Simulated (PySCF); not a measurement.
PySCF input for CH4CdOS, SMILES C[S][Cd][OH], TDDFT-PBE/def2-SVPD. Geometry optimised at PBE-D3(BJ)/def2-SVP. The structure was generated by enumeration; whether it is a known compound was not checked. The def2 effective core potentials stand for the cores of Cd; spin–orbit coupling is left out. Other conformers were not sampled.

```python
import numpy as np
from pyscf import gto, scf, dft, tdscf

mol = gto.M(
    atom='''
    Cd   -0.34143837    0.24468143    0.39797228
    O    -1.91176668    1.18392136    1.17993727
    H    -1.69242399    2.13191597    1.27233376
    S     1.44646698   -0.98568047   -0.49389392
    C     1.14757606   -0.84496950   -2.30753680
    H     0.18374955   -1.29538150   -2.61224664
    H     1.96431452   -1.41419982   -2.79293518
    H     1.19860695    0.20229064   -2.66179618
    ''',
    basis='def2-SVPD',
    ecp={'Cd': 'def2-svp'},
    charge=0,
    spin=0,
    max_memory=1600,
    verbose=4,
)
mf = dft.RKS(mol, xc='pbe').density_fit(auxbasis='def2-universal-jkfit')
mf.grids.level = 3
mf.conv_tol = 1e-9
mf.max_cycle = 100
mf.kernel()
mf.grids = dft.Grids(mol).set(level=1).build(with_non0tab=True)  # coarser grid for the response kernel
td = tdscf.TDDFT(mf)
td.singlet = True
td.nstates = 10
td.conv_tol = 1e-4
td.positive_eig_threshold = 1e-6
td.kernel(x0=td.get_init_guess(mf, 15))
td.analyze()
tt = tdscf.TDA(mf)
tt.singlet = False
tt.nstates = 4
tt.conv_tol = 1e-4
tt.positive_eig_threshold = 1e-6
tt.kernel(x0=tt.get_init_guess(mf, 9))
tt.analyze(verbose=3)
```

It prints:

```
PySCF version 2.14.0

[INPUT] verbose = 4
[INPUT] num. atoms = 8
[INPUT] num. electrons = 54
[INPUT] charge = 0
[INPUT] spin (= nelec alpha-beta = 2S) = 0
[INPUT] symmetry False subgroup None
[INPUT] Mole.unit = angstrom
[INPUT] Symbol           X                Y                Z      unit          X                Y                Z       unit  Magmom
[INPUT]  1 Cd    -0.341438370000   0.244681430000   0.397972280000 AA   -0.645225007718   0.462380890467   0.752058614369 Bohr   0.0
[INPUT]  2 O     -1.911766680000   1.183921360000   1.179937270000 AA   -3.612715439269   2.237287123423   2.229758284467 Bohr   0.0
[INPUT]  3 H     -1.692423990000   2.131915970000   1.272333760000 AA   -3.198217827744   4.028737303886   2.404362345438 Bohr   0.0
[INPUT]  4 S      1.446466980000  -0.985680470000  -0.493893920000 AA    2.733426440427  -1.862666134633  -0.933324243388 Bohr   0.0
[INPUT]  5 C      1.147576060000  -0.844969500000  -2.307536800000 AA    2.168604460507  -1.596760938611  -4.360612574355 Bohr   0.0
[INPUT]  6 H      0.183749550000  -1.295381500000  -2.612246640000 AA    0.347236325012  -2.447916261828  -4.936430719415 Bohr   0.0
[INPUT]  7 H      1.964314520000  -1.414199820000  -2.792935180000 AA    3.712016465306  -2.672450345209  -5.277882573863 Bohr   0.0
[INPUT]  8 H      1.198606950000   0.202290640000  -2.661796180000 AA    2.265038866500   0.382273907163  -5.030065779613 Bohr   0.0

nuclear repulsion = 224.419864377187
number of shells = 56
number of NR pGTOs = 208
number of NR cGTOs = 136
basis = def2-SVPD
ecp = {'Cd': 'def2-svp'}


[settings echo left out]
init E= -667.237878683109
  HOMO = -0.610435568645059  LUMO = -0.581385204460719  gap/eV = 0.79050
cycle= 1 E= -678.760108067775  delta_E= -11.5  |g|= 2.83  |ddm|= 8.63
  HOMO = -0.00303698274083258  LUMO = 0.00796332754641627  gap/eV = 0.29933
cycle= 2 E= -606.986233878153  delta_E= 71.8  |g|= 8.78  |ddm|= 67.5
  HOMO = -0.193555533480504  LUMO = -0.191864433511469  gap/eV = 0.04602
cycle= 3 E= -679.102642077318  delta_E= -72.1  |g|= 2.04  |ddm|= 67.6
  HOMO = -0.156332466482233  LUMO = -0.13936348216633  gap/eV = 0.46175
cycle= 4 E= -676.224456192733  delta_E= 2.88  |g|= 3.66  |ddm|= 6.08
  HOMO = -0.197534799915567  LUMO = -0.0807976064371794  gap/eV = 3.17658
cycle= 5 E= -680.795647966003  delta_E= -4.57  |g|= 1.25  |ddm|= 5.23
  HOMO = -0.170830321837648  LUMO = -0.0728826265522771  gap/eV = 2.66529
cycle= 6 E= -680.922229997907  delta_E= -0.127  |g|= 1.08  |ddm|= 2.11
  HOMO = -0.217540338896855  LUMO = -0.087100591401543  gap/eV = 3.54945
cycle= 7 E= -681.178637165931  delta_E= -0.256  |g|= 0.121  |ddm|= 0.897
  HOMO = -0.203150496213313  LUMO = -0.0793225281707031  gap/eV = 3.36953
cycle= 8 E= -681.180032662151  delta_E= -0.0014  |g|= 0.099  |ddm|= 0.233
  HOMO = -0.21363655871822  LUMO = -0.0858691663110434  gap/eV = 3.47673
cycle= 9 E= -681.181976754297  delta_E= -0.00194  |g|= 0.0387  |ddm|= 0.128
  HOMO = -0.207960922341471  LUMO = -0.0860216600648049  gap/eV = 3.31814
cycle= 10 E= -681.182498543511  delta_E= -0.000522  |g|= 0.00936  |ddm|= 0.0727
  HOMO = -0.20861096819773  LUMO = -0.0865733648107543  gap/eV = 3.32081
cycle= 11 E= -681.182520492061  delta_E= -2.19e-05  |g|= 0.00392  |ddm|= 0.016
  HOMO = -0.208533758513411  LUMO = -0.0865249561823805  gap/eV = 3.32003
cycle= 12 E= -681.182523573517  delta_E= -3.08e-06  |g|= 0.000836  |ddm|= 0.00462
  HOMO = -0.208586416871987  LUMO = -0.086506480626279  gap/eV = 3.32196
cycle= 13 E= -681.182523767547  delta_E= -1.94e-07  |g|= 0.000141  |ddm|= 0.00138
  HOMO = -0.208587735069721  LUMO = -0.0865021590757047  gap/eV = 3.32212
cycle= 14 E= -681.182523773781  delta_E= -6.23e-09  |g|= 2.72e-05  |ddm|= 0.000294
  HOMO = -0.208586694303845  LUMO = -0.0865015303326325  gap/eV = 3.32211
cycle= 15 E= -681.182523773963  delta_E= -1.82e-10  |g|= 1.17e-05  |ddm|= 5.39e-05
  HOMO = -0.208587110895058  LUMO = -0.0865018376825148  gap/eV = 3.32211
Extra cycle  E= -681.182523773919  delta_E= 4.46e-11  |g|= 1.77e-05  |ddm|= 3.44e-05
converged SCF energy = -681.182523773919
tot grids = 34776
Overwritten attributes  positive_eig_threshold  of <class 'pyscf.tdscf.rks.CasidaTDDFT'>


******** <class 'pyscf.tdscf.rks.CasidaTDDFT'> for <class 'pyscf.df.df_jk.DFRKS'> ********
nstates = 10 singlet
deg_eia_thresh = 1.000e-03
wfnsym = None
conv_tol = 0.0001
eigh lindep = 1e-12
eigh level_shift = 0
eigh max_cycle = 100


Excitation energies (eV)
[3.46207709 4.355816   4.36263275 4.78478358 5.21733417 5.59384878
 5.61887422 5.64771834 6.00162892 6.00972805]

** Singlet excitation energies and oscillator strengths **
Excited State   1:      3.46208 eV    358.12 nm  f=0.0083
      27 -> 28        0.70597
Excited State   2:      4.35582 eV    284.64 nm  f=0.0143
      26 -> 28        0.70307
Excited State   3:      4.36263 eV    284.20 nm  f=0.0007
      27 -> 29       -0.70443
Excited State   4:      4.78478 eV    259.12 nm  f=0.0091
      25 -> 28       -0.38032
      27 -> 30       -0.58275
Excited State   5:      5.21733 eV    237.64 nm  f=0.0409
      24 -> 28        0.18842
      25 -> 28        0.27081
      26 -> 29       -0.57380
      27 -> 30       -0.23375
Excited State   6:      5.59385 eV    221.64 nm  f=0.0115
      24 -> 28        0.11003
      25 -> 29       -0.17799
      26 -> 30        0.66493
Excited State   7:      5.61887 eV    220.66 nm  f=0.2085
      24 -> 28       -0.35941
      25 -> 28        0.36095
      25 -> 29        0.23542
      26 -> 29        0.18382
      26 -> 30        0.21209
      27 -> 30       -0.25025
Excited State   8:      5.64772 eV    219.53 nm  f=0.0535
      25 -> 28        0.20253
      25 -> 29       -0.62013
      26 -> 29        0.14256
      26 -> 30       -0.11050
      27 -> 30       -0.14228
Excited State   9:      6.00163 eV    206.58 nm  f=0.1160
      24 -> 28       -0.21066
      25 -> 28       -0.18498
      25 -> 30        0.36372
      26 -> 29       -0.16154
      27 -> 31        0.47561
Excited State  10:      6.00973 eV    206.31 nm  f=0.0457
      24 -> 28        0.25004
      25 -> 30       -0.35027
      26 -> 29        0.11613
      27 -> 31        0.49167
      27 -> 32       -0.16899

** Transition electric dipole moments (AU) **
state          X           Y           Z        Dip. S.      Osc.
  1         0.1111      0.2914      0.0332      0.0983      0.0083
  2         0.0769     -0.0152      0.3582      0.1344      0.0143
  3        -0.0375     -0.0725     -0.0147      0.0069      0.0007
  4        -0.1992      0.1921     -0.0305      0.0775      0.0091
  5         0.4388     -0.1667     -0.3153      0.3198      0.0409
  6        -0.1807      0.1776      0.1404      0.0839      0.0115
  7         0.8767     -0.6610     -0.5556      1.5143      0.2085
  8         0.4772     -0.3076     -0.2541      0.3869      0.0535
  9        -0.6381      0.4422      0.4317      0.7890      0.1160
 10         0.5125      0.1205     -0.1819      0.3103      0.0457

WARN: ECP detected. Skipping calculation of transition velocity and magnetic dipole moments, which have not yet been implemented.

Overwritten attributes  positive_eig_threshold  of <class 'pyscf.tdscf.rks.TDA'>


******** <class 'pyscf.tdscf.rks.TDA'> for <class 'pyscf.df.df_jk.DFRKS'> ********
nstates = 4 triplet
deg_eia_thresh = 1.000e-03
wfnsym = None
conv_tol = 0.0001
eigh lindep = 1e-12
eigh level_shift = 0
eigh max_cycle = 100


Excitation energies (eV)
[3.15032581 3.95545237 4.17536406 4.21300407]

** Triplet excitation energies and oscillator strengths **
Excited State   1:      3.15033 eV    393.56 nm  f=0.0000
Excited State   2:      3.95545 eV    313.45 nm  f=0.0000
Excited State   3:      4.17536 eV    296.94 nm  f=0.0000
Excited State   4:      4.21300 eV    294.29 nm  f=0.0000
```

The calculation finished and met its thresholds.

Cost: about 60 core-seconds (a rough figure).
